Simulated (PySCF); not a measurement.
C4H7O2, SMILES C1[CH]OCCO1, multiplicity 2. Atoms are numbered in the order given.

```xyz
13

C      0.5831     1.2721     0.1040
C      1.4006     0.0474    -0.1710
O      0.6330    -0.9945    -0.7480
C     -0.5244    -1.2433     0.0187
C     -1.3909     0.0047     0.0839
O     -0.6632     1.1049     0.6275
H      1.0676     2.1866     0.4586
H      1.8660    -0.3297     0.7749
H      2.2237     0.2822    -0.8636
H     -1.0741    -2.0664    -0.4631
H     -0.2510    -1.5621     1.0469
H     -1.7330     0.2667    -0.9338
H     -2.2678    -0.1459     0.7307
```
Charge 0, spin multiplicity 2.

Geometry: B3LYP-D3(BJ)/def2-SVP. The isomer is the one that the SMILES or the coordinates give; other isomers of the formula were not compared. The values are those of a single conformer.

All values below come from B3LYP/def2-TZVP in PySCF.

ESP charges are fitted to the potential on shells at 1.4 to 2.0 van der Waals radii. Atomic charges (e):

| atom | ESP fit | meta-Löwdin | Löwdin | Mulliken spin |
|---|---|---|---|---|
| C1 | -0.17 | -0.02 | -0.29 | 0.87 |
| C2 | ? | -0.01 | -0.34 | -0.05 |
| O3 | -0.37 | -0.40 | 0.16 | 0.00 |
| C4 | ? | 0.00 | -0.33 | -0.01 |
| C5 | ? | 0.00 | -0.30 | -0.01 |
| O6 | -0.23 | -0.33 | 0.22 | 0.12 |
| H7 | ? | 0.12 | 0.12 | -0.03 |
| H8 | 0.04 | 0.08 | 0.12 | 0.07 |
| H9 | 0.06 | 0.13 | 0.14 | 0.01 |
| H10 | ? | 0.12 | 0.13 | 0.00 |
| H11 | ? | 0.08 | 0.12 | 0.01 |
| H12 | 0.08 | 0.10 | 0.13 | 0.02 |
| H13 | 0.06 | 0.12 | 0.13 | 0.00 |

### Question
Complete the blanks. (An estimate is asked for; the answer gives what the named calculation found.)

### Answer

- C2, ESP fit: 0.16
- C4, ESP fit: 0.05
- C5, ESP fit: 0.05
- H7, ESP fit: 0.13
- H10, ESP fit: 0.07
- H11, ESP fit: 0.07

Computed Mayer and Wiberg (Löwdin basis) orders of the bonds:
| bond | Mayer | Wiberg |
|---|---|---|
| C1–C2 | 1.00 | 1.36 |
| C2–O3 | 0.98 | 1.46 |
| O3–C4 | 1.00 | 1.48 |
| C4–C5 | 0.98 | 1.25 |
| C1–O6 | 1.14 | 1.71 |
| C5–O6 | 0.94 | 1.40 |
| C1–H7 | 0.96 | 0.90 |
| C2–H8 | 0.93 | 0.85 |
| C2–H9 | 0.96 | 0.87 |
| C4–H10 | 0.95 | 0.87 |
| C4–H11 | 0.96 | 0.87 |
| C5–H12 | 0.95 | 0.87 |
| C5–H13 | 0.95 | 0.88 |
